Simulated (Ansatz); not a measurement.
**Relative stability**

The two ends of one reaction step of SiNH$_{3}$BrCl, closed shell (PBE0-D4/def2-TZVP).

A:

```tsv
atom	x (Å)	y (Å)	z (Å)
Si1	-0.4078	-0.2395	-0.3592
Br2	0.3718	0.2062	-2.3761
N3	0.4852	0.6832	0.7428
H4	1.4838	0.7740	0.6465
H5	-1.8367	0.1046	-0.2655
Cl6	-0.2878	-2.2749	-0.0932
H7	0.1914	0.7463	1.7049
```

B:

Si1  (-0.922, -0.527, 0.387)
Br2  (2.342, 0.500, -1.649)
N3  (0.171, 0.641, 0.360)
H4  (1.113, 0.620, -0.478)
H5  (-2.074, -0.642, 1.296)
Cl6  (-0.801, -2.028, -0.901)
H7  (0.172, 1.434, 0.985)
(Å)

Computed with Ansatz 0.2.0 (basis: def2-TZVPP); correlated methods freeze the cores. Filled d shells of the heavier atoms are correlated. The def2 sets are not built for correlating such inner shells, so the correlated values are less sure here. B3LYP uses VWN-RPA correlation.

Problem. Which structure is lower at CCSD(T), and by how much? (An estimate is asked for; the value comes from the calculation.)

Solution. Computed: A, by 72.17 kcal/mol (electronic energy, against the other). By their contacts, A is SiNH₃BrCl ([NH2][SiH]([Cl])[Br]) and B is a complex of SiNH₂Cl ([NH][SiH][Cl]) + HBr.

All methods give the same order:

```tsv
method	E(B) − E(A) (kcal/mol)
SPW92	64.42
PBE-D4	64.52
BLYP-D4	61.75
r2SCAN-D4	68.38
B97M-V	70.57
PBE0-D4	70.80
B3LYP-D4	67.34
r2SCAN0-D4	72.75
BHLYP-D4	74.23
CAM-B3LYP-D4	70.35
wB97X-V	73.95
wB97M-V	72.80
B2PLYP	69.15
PBE-QIDH	74.41
RPA on PBE	70.83
HF	80.08
MP2	72.05
CCSD	74.20
CCSD(T)	72.17
```

The T1 diagnostic stays at or below 0.012.

Labels in which every atom is bracketed show which atoms are joined, not bond orders.

For scale, one of the runs: CCSD(T)/def2-TZVPP, 205 basis functions, launched by `ansatz run in.yaml --threads 4 --pin off --events-out ev --progress --plain --max-ram 9574MiB`. Time: 81 s of wall clock on 4 CPU threads of an Arm Neoverse V2; the host was shared. Peak host memory: 2.6 GiB.
